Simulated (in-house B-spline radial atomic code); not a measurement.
Computed with a B-spline radial atomic code. Model: two electrons, singlet ground state, non-relativistic, full CI in B-splines with partial waves to l = 8 (at full coupling up to 3e-4 hartree above the limit, correlation up to 0.6 % small), density held at that of full coupling by Lieb maximisation.

Along the adiabatic connection the electron repulsion is scaled by a coupling λ while a local potential keeps the density fixed. At λ = 0 the system is the Kohn-Sham one and W equals the exchange energy; the exchange-correlation energy is the area under W between 0 and 1. The kinetic energy rises with λ as the electrons avoid each other, with dT/dλ = −λ dW/dλ.

Command:
```bash
python run_ac.py task.json out
```
Settings (lengths in bohr, energies in hartree):
```
potential              yukawa
strength               2.73
lmax                   8
second                 0.12
```

Time taken, with all properties: 6.1 s on 1 thread of Intel(R) Xeon(R) Processor @ 2.30GHz, with other jobs on the host.

**W = mean repulsion less Hartree energy, and W of three functionals.**

Given: confinement screened point charge; nuclear charge 2.73; screening of the nucleus 0.12 1/bohr; external potential -Z exp(-k r)/r.

Computed: LDA exchange minus exact 206.05 millihartree; SCAN exchange minus exact -4.8501 millihartree.

| coupling | W xc (hartree) | W xc minus exchange (millihartree) | kinetic minus Kohn-Sham (millihartree) | LDA (PW92) W minus its exchange (millihartree) | PBE W minus its exchange (millihartree) | SCAN W minus its exchange (millihartree) |
| --- | --- | --- | --- | --- | --- | --- |
| 0 | -1.4781 | 0 | 0 | 0 | 0 | 0 |
| 0.02 | -1.48 | -1.896 | 0 | -12.74 | -1.81 | -1.83 |
| 0.05 | ? | ? | ? | ? | ? | ? |
| 0.12 | -1.4893 | -11.201 | 0.7 | -51.17 | -11 | -10.63 |
| 0.25 | ? | ? | ? | ? | ? | ? |
| 0.4 | -1.5139 | -35.8 | 7 | -119.02 | -36.25 | -33.32 |
| 0.6 | -1.5303 | -52.163 | 15.2 | -154.76 | -53.39 | -48.18 |
| 0.8 | -1.5457 | -67.611 | 26 | -185.01 | -69.69 | -62.11 |
| 1 | -1.5603 | -82.215 | 39.1 | -211.45 | -85.17 | -75.24 |
| 1.4 | -1.5873 | -109.15 | 71.3 | -256.39 | -113.85 | -99.41 |
| 2 | -1.6228 | -144.64 | 131.4 | -310.6 | -151.87 | -131.35 |
| 3 | -1.6716 | -193.46 | 252.5 | -379.64 | -204.74 | -175.83 |
| 4.5 | -1.7274 | -249.3 | 459.7 | -454.78 | -266.68 | -228.07 |
| 7 | -1.7917 | -313.53 | 823.3 | -540.36 | -341.3 | -290.72 |
| 10 | -1.8421 | -363.96 | 1246.8 | -609.55 | -403.9 | -342.11 |

(1) What belongs in the row 0.05?

(2) What belongs in the row 0.25?

(3) What is the PBE exchange minus exact?

**Energy parts, natural occupations and partial-wave weights.**

Computed: exchange energy -1.4781 hartree; correlation energy -0.043104 hartree; kinetic part of the DFT correlation energy 0.039111 hartree; kinetic part over minus potential part 0.47571; Hartree energy 2.9563 hartree; Kohn-Sham kinetic 5.8382 hartree; Lieb Oxford ratio E_xc over LDA exchange 1.1959.

| natural | occupation of the shell (electrons) |
| --- | --- |
| s | 1.9919 |
| p | 0.0041484 |
| s | 0.0034566 |
| d | ? |
| p | 0.00014367 |
| s | 6.6477e-05 |

(4) What belongs in the row d?

| wave | weight |
| --- | --- |
| s | 0.99772 |
| p | ? |
| d | 0.00010866 |
| f | 1.5297e-05 |
| g | 3.5557e-06 |

(5) What belongs in the row p?

(6) What is the total energy?

(7) What is the initial slope twice GL2?

## Answers

(1) W xc (hartree): -1.4828; W xc minus exchange (millihartree): -4.718; kinetic minus Kohn-Sham (millihartree): 0.1; LDA (PW92) W minus its exchange (millihartree): -26.38; PBE W minus its exchange (millihartree): -4.56; SCAN W minus its exchange (millihartree): -4.52.

(2) W xc (hartree): -1.501; W xc minus exchange (millihartree): -22.88; kinetic minus Kohn-Sham (millihartree): 2.8; LDA (PW92) W minus its exchange (millihartree): -86.52; PBE W minus its exchange (millihartree): -22.88; SCAN W minus its exchange (millihartree): -21.48.

(3) 21.441 millihartree.

(4) occupation of the shell (electrons): 0.00019384.

(5) weight: 0.0021531.

(6) -5.2703 hartree.

(7) -0.09509 hartree.

Half-way to full coupling W has made 53 % of its drop, against 50 % for a straight line, and second-order (GL2) theory, half the initial slope, overshoots the correlation energy by about 10 %: a moderate bend, as in light atoms. Over couplings 0 to 1 the errors in E_xc come to about +120 millihartree for LDA, +20 millihartree for PBE, -1.6 millihartree for SCAN, so SCAN is nearest. In LDA and PBE and SCAN the errors of exchange and correlation have opposite signs, so the sum is smaller than the larger of the two.
